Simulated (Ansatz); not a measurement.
**Four-centre ligand exchange**

Start structure (Si$_{3}$H$_{10}$O, singlet), relaxed at PBE0-D4/def2-TZVP:

Si1  (-1.576, 0.079, 0.951)
H2  (-1.248, -1.009, -0.014)
H3  (-2.295, 1.150, 0.213)
H4  (-2.488, -0.496, 1.976)
Si5  (0.361, 0.906, 1.970)
H6  (-0.601, -1.844, -2.052)
O7  (0.176, -1.585, -2.550)
Si8  (1.113, -0.391, -1.912)
H9  (-0.030, 1.821, 3.077)
H10  (1.196, 1.659, 1.000)
H11  (1.157, -0.216, 2.535)
H12  (2.199, -0.159, -2.891)
H13  (1.694, -0.783, -0.597)
H14  (0.342, 0.867, -1.705)
(Å)

The step: Si₂H₆ ([SiH3][SiH3]) + SiH₄O ([OH][SiH3]) → Si₃H₈O ([SiH3][O][SiH2][SiH3]) + H₂; bonds formed: Si1–O7, H2–H6; bonds broken: Si1–H2, H6–O7. Ansatz 0.2.0; basis: def2-TZVPP and def2-QZVPP; cores frozen in the correlated methods. Extrapolation: Hartree–Fock as exp(−7.88 √X), correlation as X^−2.97. Energies below are by CCSD(T) at an estimated basis limit (MP2 extrapolated from triple and quadruple zeta, plus CCSD(T) − MP2 in triple zeta).

Question: What are the electronic barrier and the energy of the step, from the start structure to the end structure? (To be estimated.)

Answer: By the calculation: Barrier 162.9 kJ/mol; step energy -71.8 kJ/mol (downhill); reverse barrier, their difference, 234.7 kJ/mol. Barrier and step energy count from the start structure, the reverse barrier from the end structure.

The saddle point: One imaginary mode of 1105i cm⁻¹.
```csv
pair,start (Å),saddle (Å),end (Å)
Si1–O7,4.25,1.85,1.64
H2–H6,2.30,1.21,0.75
Si1–H2,1.49,1.74,3.60
H6–O7,0.96,1.09,3.25
```

Zero-point energy (harmonic, PBE0-D4): ZPE is 231.9 kJ/mol at the start and 223.1 kJ/mol at the saddle, so the barrier goes from 162.9 to 154.1 kJ/mol.

No T1 diagnostic of these runs exceeds 0.014.

Labels in which every atom is bracketed show which atoms are joined, not bond orders.

For scale, one of the runs: CCSD(T)/def2-TZVPP, 297 basis functions, launched by `ansatz run in.yaml --threads 8 --pin off --events-out ev --progress --plain --max-ram 19148MiB`. Hardware: 8 CPU threads of an Arm Neoverse V1, shared host. Wall time 2.2 min; peak host memory 9 GiB.
